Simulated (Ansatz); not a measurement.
Ansatz (a first-principles code) input (B3LYP-D3(BJ)/def2-TZVP):

Ansatz 0.2 input:
```yaml
crystal:
  periodic: [false, false, false]
  atoms:
    - {symbol: Si, position_ang: [-1.16715415, 0.12281588, 0.09724133]}
    - {symbol: P, position_ang: [1.13297119, -0.10870010, -0.15156653]}
    - {symbol: H, position_ang: [-1.67203921, -0.92587735, -0.79830548]}
    - {symbol: H, position_ang: [-1.37508261, 1.51277752, -0.32868322]}
    - {symbol: H, position_ang: [-1.32102149, -0.13675264, 1.54089242]}
    - {symbol: H, position_ang: [1.72453250, -1.36738446, 0.04752699]}
    - {symbol: H, position_ang: [1.98920092, 0.82831611, 0.45068846]}
basis:
  gaussian:
    orbitals: def2-TZVP
hamiltonian:
  xc: b3lyp
  dispersion: d3bj
total_charge: 1
magnetization: {spin_polarized: true, initial_magnetization: 1}
phonons: {temperatures: {t_min: 298.15, t_max: 298.15, t_step: 100}}
```

Output:

```
Functional definition: B3LYP
integrals: 0.03 GiB planned
763 factors; their error is unknown
mean field: 0.38 GiB planned
mean field evaluation 1: about -17239.4318 eV, gradient 1.3e1 eV
mean field evaluation 2: about -17240.1251 eV, gradient 8.8e0 eV
mean field evaluation 4: about -17240.5387 eV, gradient 2.7e-1 eV
mean field evaluation 8: about -17240.5689 eV, gradient 7.1e-3 eV
mean field -17240.56889077 eV, -633.5792206584 hartree, gradient 7.3e-5 eV, S^2 0.754314; 0 other end points of the search recorded, 0 dependent functions left out
the calculation of the forces begins
reference -17240.56914428 eV, -633.5792299749 hartree; 17, 16 occupied and 87, 88 virtual orbitals, 763 factors
these checks for a lower state are left out or cut short: stability, starts, cluster_reference, orbital_swaps, neighbouring_geometries, increment
integrals: 0.03 GiB planned
763 factors; their error is unknown
mean field: 0.38 GiB planned
mean field evaluation 16: about -17240.5688 eV, gradient 6.2e-2 eV
mean field -17240.56879798 eV, -633.5792172484 hartree, gradient 2.8e-6 eV, S^2 0.754314; 0 other end points of the search recorded, 0 dependent functions left out
the calculation of the forces begins
reference -17240.56905146 eV, -633.5792265638 hartree; 17, 16 occupied and 87, 88 virtual orbitals, 763 factors
these checks for a lower state are left out or cut short: stability, starts, cluster_reference, orbital_swaps, neighbouring_geometries, increment
integrals: 0.03 GiB planned
763 factors; their error is unknown
mean field: 0.38 GiB planned
mean field -17240.56889325 eV, -633.5792207495 hartree, gradient 2.5e-6 eV, S^2 0.754313; 0 other end points of the search recorded, 0 dependent functions left out
the calculation of the forces begins
reference -17240.56914679 eV, -633.5792300671 hartree; 17, 16 occupied and 87, 88 virtual orbitals, 763 factors
these checks for a lower state are left out or cut short: stability, starts, cluster_reference, orbital_swaps, neighbouring_geometries, increment
integrals: 0.03 GiB planned
763 factors; their error is unknown
mean field: 0.38 GiB planned
mean field evaluation 32: about -17240.5688 eV, gradient 1.3e-6 eV
mean field -17240.56879414 eV, -633.5792171074 hartree, gradient 1.3e-6 eV, S^2 0.754315; 0 other end points of the search recorded, 0 dependent functions left out
the calculation of the forces begins
reference -17240.56904766 eV, -633.5792264240 hartree; 17, 16 occupied and 87, 88 virtual orbitals, 763 factors
these checks for a lower state are left out or cut short: stability, starts, cluster_reference, orbital_swaps, neighbouring_geometries, increment
integrals: 0.03 GiB planned
763 factors; their error is unknown
mean field: 0.38 GiB planned
mean field -17240.56878397 eV, -633.5792167338 hartree, gradient 1.2e-6 eV, S^2 0.754312; 0 other end points of the search recorded, 0 dependent functions left out
the calculation of the forces begins
reference -17240.56903749 eV, -633.5792260502 hartree; 17, 16 occupied and 87, 88 virtual orbitals, 763 factors
these checks for a lower state are left out or cut short: stability, starts, cluster_reference, orbital_swaps, neighbouring_geometries, increment
integrals: 0.03 GiB planned
763 factors; their error is unknown
mean field: 0.38 GiB planned
mean field -17240.56879454 eV, -633.5792171219 hartree, gradient 1.1e-6 eV, S^2 0.754306; 0 other end points of the search recorded, 0 dependent functions left out
the calculation of the forces begins
reference -17240.56904806 eV, -633.5792264387 hartree; 17, 16 occupied and 87, 88 virtual orbitals, 763 factors
these checks for a lower state are left out or cut short: stability, starts, cluster_reference, orbital_swaps, neighbouring_geometries, increment
integrals: 0.03 GiB planned
[...]
the calculation of the forces begins
reference -17240.56913647 eV, -633.5792296879 hartree; 17, 16 occupied and 87, 88 virtual orbitals, 763 factors
these checks for a lower state are left out or cut short: stability, starts, cluster_reference, orbital_swaps, neighbouring_geometries, increment
integrals: 0.03 GiB planned
763 factors; their error is unknown
mean field: 0.38 GiB planned
mean field -17240.56885067 eV, -633.5792191850 hartree, gradient 1.8e-6 eV, S^2 0.754317; 0 other end points of the search recorded, 0 dependent functions left out
the calculation of the forces begins
reference -17240.56910422 eV, -633.5792285026 hartree; 17, 16 occupied and 87, 88 virtual orbitals, 763 factors
these checks for a lower state are left out or cut short: stability, starts, cluster_reference, orbital_swaps, neighbouring_geometries, increment
integrals: 0.03 GiB planned
763 factors; their error is unknown
mean field: 0.38 GiB planned
mean field evaluation 192: about -17240.5688 eV, gradient 6.9e-5 eV
mean field -17240.56882043 eV, -633.5792180735 hartree, gradient 1.3e-6 eV, S^2 0.754311; 0 other end points of the search recorded, 0 dependent functions left out
the calculation of the forces begins
reference -17240.56907391 eV, -633.5792273888 hartree; 17, 16 occupied and 87, 88 virtual orbitals, 763 factors
these checks for a lower state are left out or cut short: stability, starts, cluster_reference, orbital_swaps, neighbouring_geometries, increment
integrals: 0.03 GiB planned
763 factors; their error is unknown
mean field: 0.38 GiB planned
mean field -17240.56889843 eV, -633.5792209401 hartree, gradient 1.4e-6 eV, S^2 0.754316; 0 other end points of the search recorded, 0 dependent functions left out
the calculation of the forces begins
reference -17240.56915196 eV, -633.5792302569 hartree; 17, 16 occupied and 87, 88 virtual orbitals, 763 factors
these checks for a lower state are left out or cut short: stability, starts, cluster_reference, orbital_swaps, neighbouring_geometries, increment
integrals: 0.03 GiB planned
763 factors; their error is unknown
mean field: 0.38 GiB planned
mean field -17240.56884804 eV, -633.5792190883 hartree, gradient 1.7e-6 eV, S^2 0.754312; 0 other end points of the search recorded, 0 dependent functions left out
the calculation of the forces begins
reference -17240.56910155 eV, -633.5792284045 hartree; 17, 16 occupied and 87, 88 virtual orbitals, 763 factors
these checks for a lower state are left out or cut short: stability, starts, cluster_reference, orbital_swaps, neighbouring_geometries, increment
integrals: 0.03 GiB planned
763 factors; their error is unknown
mean field: 0.38 GiB planned
mean field -17240.56881844 eV, -633.5792180004 hartree, gradient 1.5e-6 eV, S^2 0.754313; 0 other end points of the search recorded, 0 dependent functions left out
the calculation of the forces begins
reference -17240.56907194 eV, -633.5792273164 hartree; 17, 16 occupied and 87, 88 virtual orbitals, 763 factors
these checks for a lower state are left out or cut short: stability, starts, cluster_reference, orbital_swaps, neighbouring_geometries, increment
integrals: 0.03 GiB planned
763 factors; their error is unknown
mean field: 0.38 GiB planned
mean field -17240.56884841 eV, -633.5792191018 hartree, gradient 1.9e-6 eV, S^2 0.754315; 0 other end points of the search recorded, 0 dependent functions left out
the calculation of the forces begins
reference -17240.56910194 eV, -633.5792284187 hartree; 17, 16 occupied and 87, 88 virtual orbitals, 763 factors
these checks for a lower state are left out or cut short: stability, starts, cluster_reference, orbital_swaps, neighbouring_geometries, increment
integrals: 0.03 GiB planned
763 factors; their error is unknown
mean field: 0.38 GiB planned
mean field evaluation 224: about -17240.5689 eV, gradient 2.8e-6 eV
mean field -17240.56888510 eV, -633.5792204502 hartree, gradient 2.8e-6 eV, S^2 0.754310; 0 other end points of the search recorded, 0 dependent functions left out
the calculation of the forces begins
reference -17240.56913862 eV, -633.5792297666 hartree; 17, 16 occupied and 87, 88 virtual orbitals, 763 factors
these checks for a lower state are left out or cut short: stability, starts, cluster_reference, orbital_swaps, neighbouring_geometries, increment
integrals: 0.03 GiB planned
763 factors; their error is unknown
mean field: 0.38 GiB planned
mean field -17240.56889055 eV, -633.5792206502 hartree, gradient 1.3e-6 eV, S^2 0.754317; 0 other end points of the search recorded, 0 dependent functions left out
the calculation of the forces begins
reference -17240.56914406 eV, -633.5792299668 hartree; 17, 16 occupied and 87, 88 virtual orbitals, 763 factors
these checks for a lower state are left out or cut short: stability, starts, cluster_reference, orbital_swaps, neighbouring_geometries, increment
integrals: 0.03 GiB planned
763 factors; their error is unknown
mean field: 0.38 GiB planned
mean field -17240.56888932 eV, -633.5792206053 hartree, gradient 1.9e-6 eV, S^2 0.754316; 0 other end points of the search recorded, 0 dependent functions left out
the calculation of the forces begins
reference -17240.56914285 eV, -633.5792299222 hartree; 17, 16 occupied and 87, 88 virtual orbitals, 763 factors
these checks for a lower state are left out or cut short: stability, starts, cluster_reference, orbital_swaps, neighbouring_geometries, increment
integrals: 0.03 GiB planned
763 factors; their error is unknown
mean field: 0.38 GiB planned
mean field -17240.56883331 eV, -633.5792185470 hartree, gradient 2.2e-6 eV, S^2 0.754311; 0 other end points of the search recorded, 0 dependent functions left out
the calculation of the forces begins
reference -17240.56908682 eV, -633.5792278631 hartree; 17, 16 occupied and 87, 88 virtual orbitals, 763 factors
these checks for a lower state are left out or cut short: stability, starts, cluster_reference, orbital_swaps, neighbouring_geometries, increment
integrals: 0.03 GiB planned
763 factors; their error is unknown
mean field: 0.38 GiB planned
mean field -17240.56886397 eV, -633.5792196736 hartree, gradient 2.1e-6 eV, S^2 0.754315; 0 other end points of the search recorded, 0 dependent functions left out
the calculation of the forces begins
reference -17240.56911750 eV, -633.5792289905 hartree; 17, 16 occupied and 87, 88 virtual orbitals, 763 factors
these checks for a lower state are left out or cut short: stability, starts, cluster_reference, orbital_swaps, neighbouring_geometries, increment
integrals: 0.03 GiB planned
763 factors; their error is unknown
mean field: 0.38 GiB planned
mean field -17240.56884766 eV, -633.5792190740 hartree, gradient 2.2e-6 eV, S^2 0.754312; 0 other end points of the search recorded, 0 dependent functions left out
the calculation of the forces begins
reference -17240.56910116 eV, -633.5792283902 hartree; 17, 16 occupied and 87, 88 virtual orbitals, 763 factors
these checks for a lower state are left out or cut short: stability, starts, cluster_reference, orbital_swaps, neighbouring_geometries, increment
integrals: 0.03 GiB planned
763 factors; their error is unknown
mean field: 0.38 GiB planned
mean field evaluation 256: about -17240.5689 eV, gradient 4.0e-2 eV
mean field -17240.56888067 eV, -633.5792202874 hartree, gradient 1.7e-6 eV, S^2 0.754311; 0 other end points of the search recorded, 0 dependent functions left out
the calculation of the forces begins
reference -17240.56913419 eV, -633.5792296040 hartree; 17, 16 occupied and 87, 88 virtual orbitals, 763 factors
these checks for a lower state are left out or cut short: stability, starts, cluster_reference, orbital_swaps, neighbouring_geometries, increment
integrals: 0.03 GiB planned
763 factors; their error is unknown
mean field: 0.38 GiB planned
mean field -17240.56887404 eV, -633.5792200438 hartree, gradient 1.8e-6 eV, S^2 0.754316; 0 other end points of the search recorded, 0 dependent functions left out
the calculation of the forces begins
reference -17240.56912755 eV, -633.5792293601 hartree; 17, 16 occupied and 87, 88 virtual orbitals, 763 factors
Total energy: -17240.80128489 eV, -633.5877609850 hartree
Atom 0 at    -1.167154     0.122816     0.097241 Å, force     0.001032    -0.000350    -0.000433 eV/Å
Atom 1 at     1.132971    -0.108700    -0.151567 Å, force     0.000001     0.000024     0.000700 eV/Å
Atom 2 at    -1.672039    -0.925877    -0.798305 Å, force    -0.000094     0.000858     0.000558 eV/Å
Atom 3 at    -1.375083     1.512778    -0.328683 Å, force    -0.000201    -0.000929    -0.000172 eV/Å
Atom 4 at    -1.321021    -0.136753     1.540892 Å, force     0.000026     0.000282    -0.000191 eV/Å
Atom 5 at     1.724533    -1.367384     0.047527 Å, force    -0.000385     0.000044    -0.000599 eV/Å
Atom 6 at     1.989201     0.828316     0.450688 Å, force    -0.000379     0.000070     0.000136 eV/Å
Dipole moment:     0.268896    -0.040540     0.044003 e Å
Vibrations: 112.27 336.85 366.25 388.83 574.70 651.30 838.33 918.13 924.00 1072.01 2254.77 2304.55 2325.02 2466.75 2503.71 cm⁻¹, zero-point energy 1.118181 eV
```
